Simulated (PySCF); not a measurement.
Si(H)(Me)(OH)(OMe) (C2H8O2Si), SMILES CO[SiH](C)O. Coordinates come from a PBE-D3(BJ)/def2-SVP optimisation. Other conformers were not sampled.

Question: Give the equilibrium geometry at PBE-D3(BJ)/def2-SVP (PySCF confirms it by a frequency run) as bond lengths and angles. (An estimate is asked for; the answer gives what the named calculation found.)

Answer: Several could match; the one computed here: 
Atoms: Si1 C2 O3 O4 C5 H6 H7 H8 H9 H10 H11 H12 H13. Bonds (Å): Si1–C2 1.860, Si1–O3 1.683, Si1–O4 1.681, Si1–H6 1.512, C2–H7 1.108, C2–H8 1.108, C2–H9 1.109, O3–H10 0.972, O4–C5 1.410, C5–H11 1.115, C5–H12 1.110, C5–H13 1.117. Angles (°): C2–Si1–O3 107.4, C2–Si1–O4 106.2, C2–Si1–H6 114.4, O3–Si1–O4 112.3, O3–Si1–H6 108.8, O4–Si1–H6 107.8, Si1–C2–H7 110.8, Si1–C2–H8 111.0, Si1–C2–H9 109.8, H7–C2–H8 108.7, H7–C2–H9 108.2, H8–C2–H9 108.3, Si1–O3–H10 115.5, Si1–O4–C5 123.4, O4–C5–H11 112.1, O4–C5–H12 109.0, O4–C5–H13 112.5, H11–C5–H12 107.6, H11–C5–H13 107.8, H12–C5–H13 107.6.
